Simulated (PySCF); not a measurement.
H$_{4}$GeS$_{2}$ (SMILES [SH][GeH2][SH]), singlet, at a GFN2-xTB geometry, atoms displaced at random by about 0.03 Å a coordinate. Base run: PBE/6-31G, gradient (PySCF).

Input for PySCF:
```python
from pyscf import gto, scf, dft

mol = gto.Mole()
mol.atom = '''
    Ge   -0.675577   -0.086501   -0.021044
    S     0.456504    1.759612    0.659865
    S     0.848142   -1.590955   -0.727723
    H    -1.390642   -0.587599    1.235931
    H    -1.563709    0.120636   -1.098733
    H     1.156204    1.891009   -0.463609
    H     1.582795   -1.557057    0.342760
'''
mol.basis = '6-31g'
mol.charge = 0
mol.spin = 0
mol.verbose = 4
mol.build()

mf = dft.RKS(mol)
mf.xc = 'pbe'
mf.kernel()
g = mf.nuc_grad_method()
grad = g.kernel()
```

The coordinate followed is x of atom 5.

Each row names what was changed in the base input (with any setting that the change needs).

| change | dE/dx (Eh/bohr) | net force (Eh/bohr) |
|---|---|---|
| base | 0.032380 | 0.000082 |
| grids.level = 1; grid_response = on | 0.032301 | 0.000000 |
| grids.level = 5; grid_response = off | 0.032379 | 0.000005 |
| conv_tol = 1e-11 | 0.032380 | 0.000082 |
| grids.level = 0; grid_response = on | 0.032149 | 0.000000 |
| grids.level = 5; grid_response = on | 0.032380 | 0.000000 |
| grid_response = on | 0.032381 | 0.000000 |
| finite difference step (bohr) = 0.05; conv_tol = 1e-11 | 0.032401 | - |
| finite difference step (bohr) = 1e-4; conv_tol = 1e-11 | 0.032381 | - |
| finite difference step (bohr) = 1e-3; conv_tol = 1e-11 | 0.032381 | - |
| conv_tol = 1e-4 | 0.032222 | 0.000082 |
| finite difference step (bohr) = 1e-5; conv_tol = 1e-11 | 0.032380 | - |

The net force is zero for an exact gradient.
